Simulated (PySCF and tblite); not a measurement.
The numbers below are computed, except where a source is named.
C5H9Br, numbered as in [Br:1][CH:2]1[CH2:3][CH2:4][CH2:5][CH2:6]1.

The ensemble was built from 90 distance-geometry starts (ETKDG and KDG, MMFF94s, GFN2-xTB) and rests on GFN2-xTB geometries. Free energies are PBE0-D3(BJ)/pcSseg-1 (IEF-PCM, chloroform) single points with GFN2-xTB rigid-rotor and vibrational terms (modes under about 100 cm⁻¹ blended into free rotors). Symmetry numbers and mirror images are counted. Conformers within 2.5 kcal/mol (GFN2-xTB free energy) were kept, 6 at most. GIAO shieldings: PBE0/pcSseg-1 (IEF-PCM, chloroform). Shifts are against TMS (¹H), TMS (¹³C) at the same level. (PySCF 2.14, tblite 0.8.)

The 5-ring runs over atoms 2–3–4–5–6.

| conformer | shape | symmetry | E(GFN2) kcal/mol | E(DFT) kcal/mol |
| --- | --- | --- | --- | --- |
| 1 | 5-ring envelope (ring torsions 24, 0, -24, 39, -39°) | Cs | 0.00 | 0.00 |
| 2 | 5-ring envelope (ring torsions -25, 0, 25, -41, 41°) | Cs | 0.40 | 1.19 |

(1) How much do the weights at 298.15 K and the averaged shift of H2 depend on how the conformers are weighted?

Spin–orbit effects of the heavy atoms on shieldings are missing.

Results:

(1) 
```csv
weighting,1 (%),2 (%),δ (ppm),rms dipole (D)
"DFT energy with thermal terms, symmetry and mirror images (full scheme)",82,18,4.65,2.80
DFT energy with symmetry and mirror images,88,12,4.70,2.79
bare DFT energy,88,12,4.70,2.79
GFN2-xTB energy with symmetry and mirror images,66,34,4.53,2.81
GFN2-xTB free energy,54,46,4.44,2.82
leading conformer alone,100,0,4.80,2.78
equal weights,50,50,4.40,2.83
```

The largest departure from the full scheme, 0.25 ppm, comes with: equal weights.
